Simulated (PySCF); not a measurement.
C₅H₉OP.
Numbering: `[CH3:1][O:2][C:3]1=[CH:4][CH2:5][PH:6][CH2:7]1` (hydrogens: H8, H9, H10 on C1; H11 on C4; H12, H13 on C5; H14 on P6; H15, H16 on C7)

Structure used (GFN2-xTB), in Å, numbered top down from 1:
```
atom  x, y, z in Å
C1     2.5130    0.1563   -0.0078
O2     1.4909   -0.6470    0.5302
C3     0.2154   -0.3383    0.1787
C4    -0.2301    0.6417   -0.6009
C5    -1.7139    0.6762   -0.8133
P6    -2.4532   -0.3951    0.5252
C7    -0.8234   -1.2725    0.7403
H8     3.4474   -0.2423    0.3832
H9     2.4007    1.2002    0.3024
H10    2.5213    0.1063   -1.1013
H11    0.3871    1.3672   -1.1029
H12   -2.1282    1.6857   -0.7619
H13   -1.9811    0.2654   -1.7945
H14   -2.1940    0.5345    1.5465
H15   -0.6328   -1.5167    1.7864
H16   -0.8267   -2.2126    0.1782
```

Computed with TDDFT PBE0/def2-SVPD, vertical, gas phase, core orbitals frozen in the response (PySCF 2.14.0, density-fitted response routines).

Ground-to-excited transition dipoles (e·a0, same axes as the geometry; the sign carries no meaning), for the states with f of 0.002 or more among the lowest 8:

| state | E (eV) | μx | μy | μz |
| --- | --- | --- | --- | --- |
| S1 | 5.753 | -0.209 | 0.022 | 0.029 |
| S3 | 6.326 | -0.050 | 0.233 | 0.119 |
| S4 | 6.355 | 0.002 | -0.133 | -0.324 |
| S5 | 6.505 | 0.096 | 0.266 | 0.232 |
| S6 | 6.666 | -0.474 | 0.473 | -0.355 |
| S7 | 6.891 | -0.093 | 0.293 | -0.191 |
| S8 | 7.029 | 0.119 | -0.494 | 0.276 |

Problem. Work out the oscillator strengths.

Solution. f = (2/3) ΔE |μ|² with ΔE in hartree (27.2114 eV).

```csv
state,|μ|² (au),|μ| (D),f
S1,0.045,0.54,0.006
S3,0.071,0.68,0.011
S4,0.123,0.89,0.019
S5,0.134,0.93,0.021
S6,0.575,1.93,0.094
S7,0.131,0.92,0.022
S8,0.335,1.47,0.058
```

Problem. Which bond between heavy atoms lies closest to the direction of the S6 transition dipole?

Solution. C3–C4, at 19° from it; next P6–C7 at 26°.

Problem. What angle do the transition dipoles of S5 and S8 make?

Solution. |cos θ| = |μa·μb| / (|μa| |μb|) = 0.26, so θ ≈ 75° (taken between 0 and 90°, since the signs are arbitrary).

Problem. How is the summed strength of these states shared among x, y and z?

Solution. (2/3) Σ ΔE μα² gives 0.049 for x, 0.116 for y and 0.067 for z, 0.231 in all.

Problem. What peak molar absorption coefficient would the strongest computed level give as a lone Gaussian band 0.3 eV wide at half height?

Solution. ε(max) = 2.175×10⁸ f / FWHM, with the width in cm⁻¹. S6: 2.175×10⁸ × 0.0939 / 2420 ≈ 8400 L mol⁻¹ cm⁻¹.

One conformer stands for the species.
